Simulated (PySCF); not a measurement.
Species: (Cl)2Al-O-SiH3.
Cartesian coordinates in Å at the PBE0-D3(BJ)/def2-SVP level; atoms count from 1:
```xyz
8
AlCl2H3OSi angstrom
Al     0.2691   -0.6075   -1.6890
Cl     0.8873    0.6982   -3.1847
Cl    -0.1030   -2.6016   -2.1506
O      0.0702   -0.0503   -0.1235
Si    -0.1877    0.4938    1.4150
H     -1.1308    1.6507    1.3864
H     -0.7755   -0.5962    2.2481
H      1.1086    0.9271    2.0147
```

Level of theory: TDDFT CAM-B3LYP/def2-SVPD, vertical, gas phase, core orbitals frozen in the response (PySCF 2.14.0, density-fitted response routines).

Each state is given a Gaussian of 0.25 eV full width at half maximum, with ε(max) = 2.175×10⁸ f / Δν̃ (Δν̃ the width in cm⁻¹). The width is an assumption, not a result. The curve ends short of the highest state used, and states not computed would add to its high-energy end.

(λ (nm), ε (L mol⁻¹ cm⁻¹)): (152.5, 18313), (154.4, 19582), (156.2, 12525), (158.1, 9065), (160.0, 8120), (161.8, 7163), (163.7, 7097), (165.6, 5465), (167.4, 3339), (169.3, 3119), (171.1, 3713), (173.0, 3069), (174.9, 1613), (176.7, 686), (178.6, 286), (180.4, 130), (182.3, 50), (184.2, 20), (186.0, 11), (187.9, 6), (189.8, 2), (191.6, 1), (193.5, 0), (195.3, 0)

**Question.** Where are the band maxima, and which computed states make them?

**Answer.** 171 nm (7.24 eV), ε about 3700, made up of S4 (97%); 163 nm (7.60 eV), ε about 7200, made up of S6 (81%) and S7 (18%) (hardly more than a shoulder); 154 nm (8.07 eV), ε about 21000, made up of S10 (19%) and S11 (70%) (ε in L mol⁻¹ cm⁻¹; maxima over ε = 5, shares over 10%). The states used: S1 6.72 eV (f 0.0001); S2 7.00 eV (f 0.0021); S3 7.21 eV (f 0.0000); S4 7.23 eV (f 0.033); S5 7.34 eV (f 0.0004); S6 7.56 eV (f 0.059); S7 7.80 eV (f 0.068); S8 7.91 eV (f 0.0022); S9 8.06 eV (f 0.016); S10 8.07 eV (f 0.036); S11 8.07 eV (f 0.134); S12 8.35 eV (f 0.099); S13 8.55 eV (f 0.021); S14 8.71 eV (f 0.079); S15 8.73 eV (f 0.067).

**Question.** What would ε be at 8.07 eV, the highest of these maxima, with half the width (0.125 eV)?

**Answer.** About 40000 L mol⁻¹ cm⁻¹ against 20700, a factor of about 1.9; a lone state at its own centre would give exactly 2.

**Question.** Coming from long wavelengths, where does ε first pass 100 L mol⁻¹ cm⁻¹?

**Answer.** At about 181 nm (6.85 eV), 0.13 eV above S1.

On one thread of an Intel Xeon at 2.50 GHz, shared host with 64 logical CPUs at a one-minute load of 63, this took 60 s (grids of density and orbitals included) and 0.70 GiB of memory at its peak.
